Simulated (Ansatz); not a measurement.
## Energy profile

The step: Ge₂H₅Cl ([Cl][GeH2][GeH3]) → GeH₃Cl ([Cl][GeH3]) + GeH₂ (still joined by a long Ge–Cl bond); bonds formed: Ge1–Cl3; bonds broken: Ge1–Ge2; bonds weakened to dative contacts: Ge2–Cl3 (atoms numbered as in the saddle structure below).

```
atom    x (Å)    y (Å)    z (Å)
 Ge1  -0.0659  -0.4411   1.2150
 Ge2  -0.2588   0.9268  -1.1643
 Cl3   0.9503  -1.1623  -0.8225
  H4  -1.0592   0.4561  -2.4246
  H5   0.9251   1.6904  -1.8479
  H6  -1.5918  -0.5669   1.2802
  H7   0.5560   0.7927   1.8786
  H8   0.5443  -1.6957   1.8854
```

Electronic energies by CCSD(T) at an estimated basis limit (MP2 extrapolated from triple and quadruple zeta, plus CCSD(T) − MP2 in triple zeta), on PBE0-D4/def2-TZVP structures; Ge₂H₅Cl, closed shell; no counterpoise correction. Computed with Ansatz 0.2.0 (basis: def2-TZVPP and def2-QZVPP); correlated methods freeze the cores. Filled d shells of the heavier atoms are correlated. The def2 sets are not built for correlating such inner shells, so the correlated values are less sure here. Extrapolation: Hartree–Fock as exp(−7.88 √X), correlation as X^−2.97.

Problem. Give the profile in eV, counted from the start structure. (To be estimated.)

Solution. Computed:
```json
{"point": "start structure", "eV": "0.000"}
{"point": "saddle", "eV": "2.059"}
{"point": "end structure", "eV": "1.657"}
{"point": "separated: GeH₃Cl (linked as [Cl][GeH3]; Ge1, Cl3, H6, H7, H8; singlet) + GeH₂ (Ge2, H4, H5; singlet)", "eV": "2.101"}
```

T1 diagnostic: at most 0.014. The restricted Hartree–Fock reference is unstable towards an unrestricted one at one or more of these structures.

Losses and insertions of silylenes and their heavier kin drive the gas-phase chemistry of silicon and germanium vapour deposition.

For scale, one of the runs: CCSD(T)/def2-TZVPP, 208 basis functions, launched by `ansatz run in.yaml --threads 4 --pin off --events-out ev --progress --plain --max-ram 9574MiB`. The run took 2.6 min on 4 CPU threads of an Intel Xeon (shared host), with 2.7 GiB of host memory at its peak.
